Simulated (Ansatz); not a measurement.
Isolated molecules relaxed with PBE0-D4/def2-TZVP in Ansatz; ΔE leaves out vibrations. CCSD(T)/CBS is the MP2 limit (def2-TZVPP, def2-QZVPP) plus CCSD(T) − MP2 in def2-TZVPP, frozen cores. This one scheme is used for every species. Functionals use def2-TZVPP. B3LYP here is the variant with VWN-RPA as its local correlation; programs differ in this. Each species was taken in one conformer, which may not be the lowest.

`CB[Si](F)(F)F` + H₂ → `CB[SiH](F)F` + H–F  (hydrogenolysis of the Si–F bond)

`CB[Si](F)(F)F`:

```xyz
10

C     0.468   -1.478    0.295
B     0.728    0.030    0.097
Si   -0.724    1.330   -0.392
F    -2.138    0.647   -0.610
F    -0.387    2.094   -1.739
F    -0.933    2.430    0.730
H    -0.404   -1.889   -0.215
H     1.340   -2.119    0.154
H     0.235   -1.531    1.376
H     1.817    0.485    0.304
```

H₂:

```xyz
2

H     0.126    0.339   -0.092
H    -0.126   -0.339    0.092
```

`CB[SiH](F)F`:

```xyz
10

C    -1.542    0.106    0.297
B    -0.298   -0.629   -0.250
Si    1.543    0.199   -0.296
F     1.516    1.710    0.225
F     2.507   -0.598    0.699
H    -1.543   -0.205    1.360
H    -1.493    1.196    0.308
H    -2.498   -0.236   -0.105
H    -0.396   -1.768   -0.614
H     2.205    0.225   -1.625
```

H–F:

Cartesian coordinates in Å:
```
F -0.279 -0.353 -0.095
H 0.279 0.353 0.095
```

CCSD(T)/CBS gives +1.50 eV.

Task: Another level gave +1.43 eV. Which?
A. CCSD/def2-TZVPP
B. PBE/def2-TZVPP
C. r2SCAN-D4/def2-TZVPP
D. B3LYP-D4/def2-TZVPP

Result: B. PBE 1.43, B3LYP-D4 1.53, r2SCAN-D4 1.60, CCSD/def2-TZVPP 1.48 eV.

Largest T1 diagnostic among the species: 0.012.
